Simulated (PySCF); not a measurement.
The vertical singlet excitations below were computed for one of the candidates. Level of theory: TDDFT CAM-B3LYP/def2-SVPD, vertical, gas phase, core orbitals frozen in the response (PySCF 2.14.0, density-fitted response routines). Geometries: PBE0-D3(BJ)/def2-SVP, one conformer each.

```
state  E (eV)  λ (nm)       f
   S1    7.84   158.1  0.0084
   S2    8.13   152.6  0.0094
   S3    8.31   149.1   0.022
   S4    8.48   146.3  0.0093
   S5    8.56   144.9  0.0064
   S6    8.71   142.4   0.039
   S7    8.83   140.4   0.051
   S8    8.86   139.9   0.077
   S9    8.97   138.3  0.0072
  S10    9.07   136.7  0.0031
```

Triplets computed (Tamm–Dancoff): 7.60, 7.91, 8.01, 8.13 eV.

Question: Which structure fits? All have the formula C3H7FSi.
A. `C[Si@@H]1C[C@H]1F`
B. `C/C([SiH3])=C\F`
C. `C/C([SiH3])=C/F`
D. `F[C@@H]1C[C@@H]1[SiH3]`

Answer: D. Its S1, at 7.84 eV, is the highest among the candidates; the nearest of the others has S1 at 6.79 eV. S1 is HOMO→LUMO (74%), HOMO→LUMO+2 (18%). Löwdin shares by element: HOMO carbon 63%, fluorine 18% (atoms not listed hold the other 20%); LUMO silicon 30%, carbon 19% or more, hydrogen 10% or more (atoms not listed hold the other 41%). At the same level the other candidates give, for their lowest levels:
- `C[Si@@H]1C[C@H]1F`: 6.33 eV (f 0.004); 6.54 eV (f 0.011); 6.67 eV (f 0.172); 7.07 eV (f 0.011); 7.36 eV (f 0.025); T1 5.32 eV; HOMO -8.14, LUMO 1.14 eV
- `C/C([SiH3])=C/F`: 6.70 eV (f 0.245); 6.96 eV (f 0.001); 7.26 eV (f 0.001); 7.40 eV (f 0.004); 7.68 eV (f 0.003); T1 4.08 eV; HOMO -8.72, LUMO 0.82 eV
- `C/C([SiH3])=C\F`: 6.79 eV (f 0.001); 7.09 eV (f 0.372); 7.58 eV (f 0.012); 7.70 eV (f 0.010); 7.85 eV (f 0.011); T1 4.24 eV; HOMO -8.78, LUMO 1.03 eV
